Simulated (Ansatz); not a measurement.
`B[SiH2]OC` + `OBF` → `BOBF` + `CO[SiH3]` at 600 K and 1 bar (cleavage of the B–Si bond).

Gas-phase electronic energies from Ansatz, PBE0-D4/def2-TZVP geometries. CBS: MP2 limit from def2 TZ/QZ plus the TZ coupled-cluster correction, frozen cores. This one scheme is used for every species. One conformer a species, not always the lowest.

```csv
species,CCSD(T)/CBS energy (Eh),H − E (kJ/mol),S (J/(mol·K))
`B[SiH2]OC`,-431.29232,268.2,429.9
`OBF`,-201.07426,109.4,294.7
`BOBF`,-226.48924,151.1,350.3
`CO[SiH3]`,-405.93001,222.4,366.2
```

H − E and S are ideal-gas, rigid-rotor, harmonic terms from PBE0-D4/def2-TZVP, for one conformer and one mirror image of each species. 1 Eh = 2625.50 kJ/mol, R = 8.31446 J/(mol·K).

Task: By hand: ΔE, ΔH, ΔS and ΔG.

Result: ΔE = (-226.48924) + (-405.93001) − (-431.29232) − (-201.07426) = -0.05267 Eh = -138.3 kJ/mol. Δ(H − E) = 151.1 + 222.4 − 268.2 − 109.4 = -4.1, so ΔH = -142.4 kJ/mol. ΔS = 350.3 + 366.2 − 429.9 − 294.7 = -8.1 J/(mol·K). ΔG = -142.4 − 600 × (-8.1)/1000 = -137.5 kJ/mol.

Task: By hand: the equilibrium constant, and the temperature at which ΔG would vanish if ΔH and ΔS stayed fixed.

Result: log₁₀ K = −ΔG/(RT ln 10) = 12.0. ΔG = 0 at ΔH/ΔS = 17580 K, far beyond where these terms or the molecules hold.

The number of gas molecules stays the same, so ΔS is small and ΔH decides. A doubt of 5 kJ/mol in ΔE shifts log₁₀ K by 0.4 here. Other conformers and mirror images would add mixing entropy, several J/(mol·K) or more a flexible species. These are equilibria of isolated gas molecules and say nothing of rates. Largest T1 diagnostic: 0.013 (customary marks: 0.02 for closed shells, 0.045 for open ones).
